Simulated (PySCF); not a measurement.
**Calculated NMR parameters of CC#C[SiH2]C#C[C@@H](F)[SiH2]C**

```yaml
Formula: C7H11FSi2
SMILES: CC#C[SiH2]C#C[C@@H](F)[SiH2]C
InChI: InChI=1S/C7H11FSi2/c1-3-5-10-6-4-7(8)9-2/h7H,9-10H2,1-2H3/t7-/m0/s1
Point_group_of_the_computed_structure: C1
Degrees_of_unsaturation: 4
Carbon_signals: 7
Proton_signals: 7
```

Bonds (- single, = double, # triple, : aromatic): C1-C2, C2#C3, C3-Si4, Si4-C5, C5#C6, C6-C7, C7-F8, C7-Si9, Si9-C10. C1 carries H11, H12, H13; Si4 carries H14, H15; C7 carries H16; Si9 carries H17, H18; C10 carries H19, H20, H21. Stereochemistry as in CC#C[SiH2]C#C[C@@H](F)[SiH2]C. H14, H18 are pro-R; H15, H17 are pro-S.

- NMR shieldings at PBE0/pcSseg-1/GIAO
- geometry: GFN2-xTB
- program: PySCF 2.14
- relativity neglected, single conformer, no solvent, equivalent nuclei averaged

Shifts are taken against calculated references (same method and geometry level): $^{1}$H (σref 31.72), $^{13}$C (σref 186.93), $^{29}$Si (σref 349.16) against TMS; CFCl3 for $^{19}$F (σref 170.95).

| carbon | δC, type | δH (multiplicity) | HMBC from (2–3 bonds) | span of the C tensor (ppm) |
| --- | --- | --- | --- | --- |
| C1 | 6.1, CH3 | 2.10 (s) | – | 25 |
| C2 | 113.6, C | – | H14, H15, H11/H12/H13 | 287 |
| C3 | 80.3, C | – | H14, H15, H11/H12/H13 | 249 |
| C5 | 99.4, C | – | H16, H14, H15 | 212 |
| C6 | 110.8, C | – | H16, H14, H15, H17, H18 | 300 |
| C7 | 80.1, CH | 5.58 (m) | H17, H18, H19/H20/H21 | 101 |
| C10 | -10.7, CH3 | 0.56 (m) | H16, H17, H18 | 11 |

Other nuclei:
```
atoms    nucleus                          environment  δ (ppm)  σ (ppm)
  H14    $^{1}$H  hydrogen on a silicon bonded to 2 C     4.86    26.86
  H15    $^{1}$H  hydrogen on a silicon bonded to 2 C     4.78    26.94
  H17    $^{1}$H  hydrogen on a silicon bonded to 2 C     4.38    27.34
  H18    $^{1}$H  hydrogen on a silicon bonded to 2 C     4.21    27.50
   F8   $^{19}$F            fluorine on an sp3 carbon   -249.9    420.8
  Si9  $^{29}$Si           silicon bonded to 2 C, 2 H    -39.0    388.2
  Si4  $^{29}$Si           silicon bonded to 2 C, 2 H    -94.2    443.4
```

- Carbon types of the structure: 4 × C, 1 × CH, 2 × CH3, leaving 4 H on heteroatoms.
- δC 113.6, 110.8, 99.4, 80.3: alkyne carbon.
- δC 80.1: propargylic sp3 CH bonded to F and Si; deshielded by the electronegative neighbour.
- δC 6.1: propargylic methyl carbon; a saturated carbon with 1 carbon neighbour and no heteroatom attached.
- δH 5.58: hydrogen on a propargylic sp3 CH bonded to F and Si; its carbon carries F, hence the downfield position.
- δH 0.56: hydrogen on a methyl carbon bonded to Si; an electropositive neighbour shields it, as in TMS itself.

Splittings by $^{19}$F in the carbon and heteronuclear signals aren't shown, as no couplings were computed. Shifts are as computed. Against solution values, carbons near 30 ppm lie about +3 ppm off and those near 130 ppm about +5 ppm. Of 1309 compounds with measured shifts, 239 miss one by over three times the rms of a fit or turn the order of signals round; such compounds aren't used in these exercises. Unscaled 19F shifts against computed CFCl3 carry errors that often reach 10 to 50 ppm. Multiplicities follow the n + 1 count of equivalent neighbours, as no J values were calculated; m marks all less simple cases, F and P coupling included.
